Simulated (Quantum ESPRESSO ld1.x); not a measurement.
Q: All-electron atom: the lutetium ion Lu43+ in [Ar] 3d10. All-electron calculation, Dirac Kohn-Sham, PBEsol, spin-unpolarised, spherical densities, point nucleus. Program: ld1.x of Quantum ESPRESSO 7.5.

Spin-orbit splittings of the eigenvalues, e(l+1/2) - e(l-1/2), with zeta = 2 splitting/(2l+1) and mean radii in bohr:

| shell | occ. | splitting (eV) | zeta (eV) | <r> j=l-1/2 | <r> j=l+1/2 |
|---|---|---|---|---|---|
| 2p | 6 | ? | ? | 0.06724 | 0.07481 |
| 3p | 6 | 250.9 | 167.3 | 0.1975 | 0.2106 |
| 3d | 10 | 55.81 | 22.32 | 0.1839 | 0.1879 |
| 4p | 0 | 85.40 | 56.93 | 0.4074 | 0.4255 |

Estimate the 2p splitting.

A: 1123 eV (zeta = 748.7 eV).
